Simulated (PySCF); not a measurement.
C₂H₄I (SMILES C[CH]I), doublet, at a GFN2-xTB geometry (core potentials on I); DF-HF/def2-TZVP (PySCF).

Input for PySCF:
```python
from pyscf import gto, scf

mol = gto.M(
    atom='''
C    -2.394361    0.280555    0.618294
C    -1.044859    0.872309    0.612528
I     0.562676   -0.174549   -0.186146
H    -3.017663    0.802578    1.344775
H    -2.888038    0.370817   -0.358207
H    -2.362735   -0.778850    0.868952
H    -0.918050    1.939375    0.625264
''',
    basis='def2-tzvp',
    ecp={'I': 'def2-tzvp'},
    charge=0,
    spin=1,
    verbose=5,
)

mf = scf.ROHF(mol)
mf = mf.density_fit(auxbasis='def2-universal-jkfit')
mf.kernel()
mf.analyze()
```

The log (banner, timings and long lists left out):

```
PySCF version 2.14.0

[INPUT] verbose = 5
[INPUT] max_memory = 4000
[INPUT] num. atoms = 7
[INPUT] num. electrons = 41
[INPUT] charge = 0
[INPUT] spin (= nelec alpha-beta = 2S) = 1
[INPUT] symmetry False subgroup None
[INPUT] Mole.unit = angstrom
[INPUT] Symbol           X                Y                Z      unit          X                Y                Z       unit  Magmom
[...]
[INPUT] ---------------- BASIS SET ----------------
[INPUT] l, kappa, [nprim/nctr], expnt,             c_1 c_2 ...
[INPUT] C
[...]
                                2035.233368       0.0017232738252
                                463.22562359      0.0089255715314
                                131.20019598      0.035727984502
                                42.853015891      0.11076259931
                                15.584185766      0.24295627626
[...]
                                2.5764896527      0.23744968655
[...]
                                7.9582622826      0.035864109092
                                2.3780826883      0.14215873329
                                0.81433208183     0.34270471845
[...]
[INPUT] I
[...]
                                898.54238765      0.0015474041742
                                200.37237912      0.0042836684457
                                31.41805384       -0.039417936275
                                15.645987838      0.96086691992
[...]
                                6.4614458287      0.42495501835
[...]
                                20.061411349      0.066168450008
                                9.7631460485      -0.28554662348
[...]
                                3.6199503008      0.38914432482
                                2.023227309       0.65610817262
                                1.0367490559      0.31803551647
[...]
                                33.404240134      0.006837767577
                                17.805918203      -0.010308158997
                                4.8990510353      0.22670457658
                                2.4516753106      0.44180113937
                                1.1820693432      0.36775472225
[...]
[INPUT] H
[...]
                                5.1235746         0.045021094
                                1.1646626         0.20189726
[...]
nuclear repulsion = 111.954798727685
number of shells = 54
number of NR pGTOs = 219
number of NR cGTOs = 136
basis = def2-tzvp
ecp = {'I': 'def2-tzvp'}

******** <class 'pyscf.df.df_jk.DFROHF'> ********
method = DFROHF
initial guess = minao
damping factor = 0
level_shift factor = 0
DIIS = <class 'pyscf.scf.diis.CDIIS'>
diis_start_cycle = 1
diis_space = 8
diis_damp = 0
SCF conv_tol = 1e-09
SCF conv_tol_grad = None
SCF max_cycles = 50
direct_scf = False
num. doubly occ = 20  num. singly occ = 1
Set gradient conv threshold to 3.16228e-05
Density of valence part of ANO basis will be used as initial guess for I
******** <class 'pyscf.df.df.DF'> ********
auxbasis = def2-universal-jkfit
num shells = 120, num cGTOs = 440
size of aux basis 440
int3c2e [1/1], AO [0:54], nrow = 9316
E1 = -762.367694248844  E2 = 318.5572041538977  Ecoul = 348.01493751692567  Exc = -29.457733363027955
init E= -331.855691367261
cond(S) = 15665.4240983378
[...]
                  Roothaan           | alpha              | beta
  Highest 2-occ = -0.694314864344864 | -0.694314864344871 | -0.694314864344871
  Lowest 0-occ =  -0.439603429998153 | -0.439603429998156 | -0.439603429998156
  1-occ =         -0.489400591824207 | -0.489400591824203 | -0.489400591824203
  Roothaan mo_energy =
[-1.16640346e+01 -1.15698192e+01 -9.37854091e+00 -7.21569735e+00
 -7.21223458e+00 -7.21218277e+00 -3.90274490e+00 -3.90114711e+00
 -3.90109097e+00 -3.89915338e+00 -3.89912710e+00 -1.85975618e+00
 -1.62186207e+00 -1.28972322e+00 -1.11144084e+00 -1.10481377e+00
 -1.01580676e+00 -7.73353077e-01 -7.33417546e-01 -6.94314864e-01
 -4.89400592e-01 -4.39603430e-01 -2.27791661e-01 -2.24973572e-01
[...]
converged SCF energy = -374.702589809019
Total Energy =                        -374.702589809018548
[...]
6 H 1s           0.00185   0.00226   0.00174  -0.00172   0.00096
6 H 2s          -0.00271  -0.00052  -0.00659  -0.00458  -0.00431
6 H 3s           0.00453   0.00033  -0.00327   0.00374  -0.00364
6 H 2px          0.00360   0.00007   0.00286  -0.00598   0.00152
6 H 2py         -0.02046   0.00043  -0.00275   0.00202  -0.00239
6 H 2pz         -0.00102   0.00191  -0.00126   0.00227  -0.00154
               #136
0 C 1s           0.00000
0 C 2s          -0.00026
0 C 3s          -0.00900
0 C 4s           0.00075
0 C 5s           0.00056
0 C 2px          0.00030
0 C 2py          0.00043
0 C 2pz          0.00017
0 C 3px         -0.01371
0 C 3py          0.02880
0 C 3pz          0.00046
0 C 4px         -0.00508
0 C 4py          0.01407
0 C 4pz          0.00013
0 C 3dxy         0.00297
0 C 3dyz        -0.00489
0 C 3dz^2       -0.00077
0 C 3dxz         0.00118
0 C 3dx2-y2      0.00141
0 C 4dxy         0.00408
0 C 4dyz        -0.00101
0 C 4dz^2        0.00026
0 C 4dxz         0.00231
0 C 4dx2-y2     -0.00227
0 C 4f-3         0.00086
0 C 4f-2        -0.00177
0 C 4f-1         0.00106
0 C 4f+0         0.00068
0 C 4f+1         0.00096
0 C 4f+2         0.00157
0 C 4f+3         0.00221
1 C 1s           0.00000
1 C 2s          -0.00012
1 C 3s          -0.10282
1 C 4s          -0.03256
1 C 5s           0.00643
1 C 2px          0.00404
1 C 2py         -0.00268
1 C 2pz         -0.00202
1 C 3px          0.09768
1 C 3py         -0.09273
1 C 3pz         -0.05028
1 C 4px          0.03570
1 C 4py         -0.03514
1 C 4pz         -0.02009
1 C 3dxy        -0.03041
1 C 3dyz         0.01720
1 C 3dz^2       -0.00791
1 C 3dxz        -0.02123
1 C 3dx2-y2      0.01219
1 C 4dxy        -0.02333
1 C 4dyz         0.01427
1 C 4dz^2       -0.00824
1 C 4dxz        -0.01730
1 C 4dx2-y2      0.00836
1 C 4f-3         0.00123
1 C 4f-2         0.00189
1 C 4f-1         0.00131
1 C 4f+0         0.00117
1 C 4f+1        -0.00066
1 C 4f+2        -0.00021
1 C 4f+3        -0.00027
2 I 4s          -0.09810
2 I 5s           0.03831
2 I 6s          -0.21612
2 I 7s          -0.33552
2 I 8s          -0.75452
2 I 9s          -0.44439
2 I 4px          0.00016
2 I 4py         -0.00031
2 I 4pz         -0.00017
2 I 5px          0.00003
2 I 5py         -0.00017
2 I 5pz         -0.00010
2 I 6px         -0.00170
2 I 6py          0.10196
2 I 6pz          0.06431
2 I 7px          0.05520
2 I 7py         -0.03358
2 I 7pz         -0.02446
2 I 8px          0.01569
2 I 8py          0.01247
2 I 8pz          0.00432
2 I 4dxy        -0.00001
2 I 4dyz        -0.00001
2 I 4dz^2        0.00002
2 I 4dxz         0.00001
2 I 4dx2-y2     -0.00000
2 I 5dxy        -0.00862
2 I 5dyz         0.00409
2 I 5dz^2       -0.01549
2 I 5dxz        -0.00710
2 I 5dx2-y2     -0.02602
2 I 6dxy         0.01790
2 I 6dyz        -0.01261
2 I 6dz^2        0.03073
2 I 6dxz         0.01761
2 I 6dx2-y2     -0.01245
2 I 4f-3        -0.00190
2 I 4f-2         0.00148
2 I 4f-1         0.00026
2 I 4f+0         0.00109
2 I 4f+1        -0.00030
2 I 4f+2        -0.00081
2 I 4f+3        -0.00009
2 I 5f-3         0.00467
2 I 5f-2        -0.00335
2 I 5f-1        -0.00065
2 I 5f+0        -0.00244
2 I 5f+1         0.00059
2 I 5f+2         0.00198
2 I 5f+3         0.00007
3 H 1s           0.00003
3 H 2s          -0.00651
3 H 3s          -0.00020
3 H 2px          0.00212
3 H 2py          0.00145
3 H 2pz          0.00034
4 H 1s          -0.00003
4 H 2s           0.01013
4 H 3s           0.00072
4 H 2px         -0.00166
4 H 2py         -0.00068
4 H 2pz          0.00090
5 H 1s          -0.00013
5 H 2s          -0.00693
5 H 3s          -0.00011
5 H 2px         -0.00216
5 H 2py         -0.00201
5 H 2pz          0.00004
6 H 1s           0.00044
6 H 2s          -0.01207
6 H 3s          -0.00239
6 H 2px          0.00031
6 H 2py         -0.00220
6 H 2pz         -0.00126

WARN: Weak orthogonality for localized orbitals 3.640748676864721e-09

Dipole moment(X, Y, Z, Debye): -1.56819,  0.73522,  0.34652
```
